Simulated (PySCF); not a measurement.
# Computed records: BH4Si

Calculation on a computer-drawn molecule: vertical ionisation energy to the stated ion spin, frozen-core CCSD(T) at the basis limit and cheaper methods, single-reference cases, UHF for radicals, no spin-orbit; all values are single points at the evaluated structure, the first of each entry, which is the reference or a displaced copy of it and isn't optimised; the reference structure only sets the zero of the energies above reference; triples share is (T) over the correlation energy. Program: PySCF 2.14.0.

Common to all runs: charge 0; multiplicity 2; ion multiplicity 1; diffuse functions no; basis cc-pV(n+d)Z; reference is the Hartree-Fock double-zeta minimum; best is HF at quadruple zeta + MP2 correlation extrapolated from triple and quadruple zeta + CCSD(T) minus MP2 at triple zeta; basis step is the size of the change from the same recipe one zeta lower.

(1) BH4Si

Evaluated structure:
```xyz
6
BH4Si
B      0.4301     1.5215    -0.7625
Si    -0.5725     1.4178    -2.4167
H      1.0486     2.6036    -0.5334
H      0.4701     0.6585     0.0821
H     -0.8098     2.2827    -3.4482
H     -1.3217     0.2396    -2.8552
```

Reference structure:
```xyz
6
BH4Si
B      0.4462     1.5611    -0.7666
Si    -0.5326     1.3831    -2.4426
H      1.0906     2.5478    -0.5507
H      0.4040     0.6841     0.0484
H     -0.5437     2.4050    -3.5076
H     -1.3536     0.2101    -2.8014
```

```
ionisation energy best                         : 8.494 eV
ionisation energy basis step                   : 0.02674 eV
energy above reference best                    : 6.692 kcal/mol
energy above reference basis step              : 0.08435 kcal/mol
total energy HF triple zeta                    : -315.8878 hartree
total energy CCSD(T) triple zeta               : -316.1495 hartree
total energy best                              : -316.1789 hartree
T1 diagnostic at triple zeta                   : 0.0161
D1 diagnostic at triple zeta                   : 0.05058
spin squared at triple zeta                    : 0.7639
ion T1 diagnostic at triple zeta               : 0.009222
ion D1 diagnostic at triple zeta               : 0.01775
triples share at triple zeta                   : 0.03226
basis functions triple zeta                    : 125
dipole magnitude HF at triple zeta             : 0.7794 debye
dipole magnitude CCSD unrelaxed at triple zeta : 0.99 debye
dipole magnitude PBE at triple zeta            : 1.107 debye
dipole magnitude r2SCAN at triple zeta         : 1.029 debye
dipole magnitude B3LYP at triple zeta          : 1.063 debye
dipole magnitude wB97X at triple zeta          : 1.007 debye
```

Drawn bonds:
```csv
atom,other atom,order
1,2,1
1,3,1
1,4,1
2,5,1
2,6,1
```

Triple zeta:
```csv
method,ionisation energy (eV),energy above reference (kcal/mol)
HF,7.739,7.054
PBE,8.752,6.713
r2SCAN,8.831,6.676
B3LYP,8.612,6.588
wB97X,8.429,6.58
MP2,8.372,6.588
CCSD,8.375,6.643
CCSD(T),8.448,6.617
```

(2) BH4Si

Evaluated structure:
```xyz
6
BH4Si
B      0.4301     1.5215    -0.7625
Si    -0.5725     1.4178    -2.4167
H      1.0486     2.6036    -0.5334
H      0.4701     0.6585     0.0821
H     -0.7860     2.1960    -3.3448
H     -1.3217     0.2396    -2.8552
```

Reference structure:
```xyz
6
BH4Si
B      0.4462     1.5611    -0.7666
Si    -0.5326     1.3831    -2.4426
H      1.0906     2.5478    -0.5507
H      0.4040     0.6841     0.0484
H     -0.5437     2.4050    -3.5076
H     -1.3536     0.2101    -2.8014
```

```
ionisation energy best                         : 8.482 eV
ionisation energy basis step                   : 0.02851 eV
energy above reference best                    : 22.98 kcal/mol
energy above reference basis step              : 0.2186 kcal/mol
total energy HF triple zeta                    : -315.8620 hartree
total energy CCSD(T) triple zeta               : -316.1236 hartree
total energy best                              : -316.1530 hartree
T1 diagnostic at triple zeta                   : 0.01592
D1 diagnostic at triple zeta                   : 0.05007
spin squared at triple zeta                    : 0.7637
ion T1 diagnostic at triple zeta               : 0.009039
ion D1 diagnostic at triple zeta               : 0.01766
triples share at triple zeta                   : 0.03182
basis functions triple zeta                    : 125
dipole magnitude HF at triple zeta             : 0.8974 debye
dipole magnitude CCSD unrelaxed at triple zeta : 1.08 debye
dipole magnitude PBE at triple zeta            : 1.191 debye
dipole magnitude r2SCAN at triple zeta         : 1.117 debye
dipole magnitude B3LYP at triple zeta          : 1.154 debye
dipole magnitude wB97X at triple zeta          : 1.105 debye
```

Drawn bonds:
```csv
atom,other atom,order
1,2,1
1,3,1
1,4,1
2,5,1
2,6,1
```

Triple zeta:
```csv
method,ionisation energy (eV),energy above reference (kcal/mol)
HF,7.722,23.27
PBE,8.749,23.57
r2SCAN,8.822,23.05
B3LYP,8.606,22.58
wB97X,8.416,22.83
MP2,8.359,22.67
CCSD,8.362,22.85
CCSD(T),8.435,22.89
```

(3) BH4Si

Evaluated structure:
```xyz
6
BH4Si
B      0.4301     1.5215    -0.7625
Si    -0.5725     1.4178    -2.4167
H      1.0486     2.6036    -0.5334
H      0.4701     0.6585     0.0821
H     -0.7957     2.2314    -3.3871
H     -1.3217     0.2396    -2.8552
```

Reference structure:
```xyz
6
BH4Si
B      0.4462     1.5611    -0.7666
Si    -0.5326     1.3831    -2.4426
H      1.0906     2.5478    -0.5507
H      0.4040     0.6841     0.0484
H     -0.5437     2.4050    -3.5076
H     -1.3536     0.2101    -2.8014
```

```
ionisation energy best                         : 8.486 eV
ionisation energy basis step                   : 0.0278 eV
energy above reference best                    : 14.18 kcal/mol
energy above reference basis step              : 0.1585 kcal/mol
total energy HF triple zeta                    : -315.8760 hartree
total energy CCSD(T) triple zeta               : -316.1376 hartree
total energy best                              : -316.1670 hartree
T1 diagnostic at triple zeta                   : 0.01598
D1 diagnostic at triple zeta                   : 0.05026
spin squared at triple zeta                    : 0.7638
ion T1 diagnostic at triple zeta               : 0.009103
ion D1 diagnostic at triple zeta               : 0.01766
triples share at triple zeta                   : 0.03199
basis functions triple zeta                    : 125
dipole magnitude HF at triple zeta             : 0.8516 debye
dipole magnitude CCSD unrelaxed at triple zeta : 1.045 debye
dipole magnitude PBE at triple zeta            : 1.159 debye
dipole magnitude r2SCAN at triple zeta         : 1.083 debye
dipole magnitude B3LYP at triple zeta          : 1.119 debye
dipole magnitude wB97X at triple zeta          : 1.067 debye
```

Drawn bonds:
```csv
atom,other atom,order
1,2,1
1,3,1
1,4,1
2,5,1
2,6,1
```

Triple zeta:
```csv
method,ionisation energy (eV),energy above reference (kcal/mol)
HF,7.728,14.47
PBE,8.749,14.58
r2SCAN,8.825,14.25
B3LYP,8.607,13.94
wB97X,8.42,14.07
MP2,8.363,13.95
CCSD,8.367,14.09
CCSD(T),8.44,14.11
```

(4) BH4Si

Evaluated structure:
```xyz
6
BH4Si
B      0.4301     1.5215    -0.7625
Si    -0.5725     1.4178    -2.4167
H      1.0486     2.6036    -0.5334
H      0.4701     0.6585     0.0821
H     -0.8857     2.5592    -3.7780
H     -1.3217     0.2396    -2.8552
```

Reference structure:
```xyz
6
BH4Si
B      0.4462     1.5611    -0.7666
Si    -0.5326     1.3831    -2.4426
H      1.0906     2.5478    -0.5507
H      0.4040     0.6841     0.0484
H     -0.5437     2.4050    -3.5076
H     -1.3536     0.2101    -2.8014
```

```
ionisation energy best                         : 8.561 eV
ionisation energy basis step                   : 0.02294 eV
energy above reference best                    : 17.74 kcal/mol
energy above reference basis step              : 0.06921 kcal/mol
total energy HF triple zeta                    : -315.8669 hartree
total energy CCSD(T) triple zeta               : -316.1323 hartree
total energy best                              : -316.1613 hartree
T1 diagnostic at triple zeta                   : 0.01801
D1 diagnostic at triple zeta                   : 0.05363
spin squared at triple zeta                    : 0.7681
ion T1 diagnostic at triple zeta               : 0.01066
ion D1 diagnostic at triple zeta               : 0.02308
triples share at triple zeta                   : 0.03432
basis functions triple zeta                    : 125
dipole magnitude HF at triple zeta             : 0.4626 debye
dipole magnitude CCSD unrelaxed at triple zeta : 0.699 debye
dipole magnitude PBE at triple zeta            : 0.8002 debye
dipole magnitude r2SCAN at triple zeta         : 0.721 debye
dipole magnitude B3LYP at triple zeta          : 0.7409 debye
dipole magnitude wB97X at triple zeta          : 0.6843 debye
```

Drawn bonds:
```csv
atom,other atom,order
1,2,1
1,3,1
1,4,1
2,5,1
2,6,1
```

Triple zeta:
```csv
method,ionisation energy (eV),energy above reference (kcal/mol)
HF,7.837,20.17
PBE,8.796,14.96
r2SCAN,8.893,16.81
B3LYP,8.666,17.35
wB97X,8.503,17.95
MP2,8.441,19.06
CCSD,8.443,17.88
CCSD(T),8.517,17.44
```

(5) BH4Si

Evaluated structure:
```xyz
6
BH4Si
B      0.4301     1.5215    -0.7625
Si    -0.5725     1.4178    -2.4167
H      1.0486     2.6036    -0.5334
H      0.4701     0.6585     0.0821
H     -0.8860     2.5605    -3.7795
H     -1.3217     0.2396    -2.8552
```

Reference structure:
```xyz
6
BH4Si
B      0.4462     1.5611    -0.7666
Si    -0.5326     1.3831    -2.4426
H      1.0906     2.5478    -0.5507
H      0.4040     0.6841     0.0484
H     -0.5437     2.4050    -3.5076
H     -1.3536     0.2101    -2.8014
```

```
ionisation energy best                         : 8.561 eV
ionisation energy basis step                   : 0.02293 eV
energy above reference best                    : 17.88 kcal/mol
energy above reference basis step              : 0.07027 kcal/mol
total energy HF triple zeta                    : -315.8667 hartree
total energy CCSD(T) triple zeta               : -316.1320 hartree
total energy best                              : -316.1611 hartree
T1 diagnostic at triple zeta                   : 0.01804
D1 diagnostic at triple zeta                   : 0.05365
spin squared at triple zeta                    : 0.7682
ion T1 diagnostic at triple zeta               : 0.01067
ion D1 diagnostic at triple zeta               : 0.02312
triples share at triple zeta                   : 0.03433
basis functions triple zeta                    : 125
dipole magnitude HF at triple zeta             : 0.4627 debye
dipole magnitude CCSD unrelaxed at triple zeta : 0.6981 debye
dipole magnitude PBE at triple zeta            : 0.7991 debye
dipole magnitude r2SCAN at triple zeta         : 0.7201 debye
dipole magnitude B3LYP at triple zeta          : 0.7399 debye
dipole magnitude wB97X at triple zeta          : 0.6834 debye
```

Drawn bonds:
```csv
atom,other atom,order
1,2,1
1,3,1
1,4,1
2,5,1
2,6,1
```

Triple zeta:
```csv
method,ionisation energy (eV),energy above reference (kcal/mol)
HF,7.838,20.33
PBE,8.796,15.09
r2SCAN,8.893,16.95
B3LYP,8.666,17.49
wB97X,8.503,18.09
MP2,8.441,19.21
CCSD,8.444,18.02
CCSD(T),8.518,17.58
```
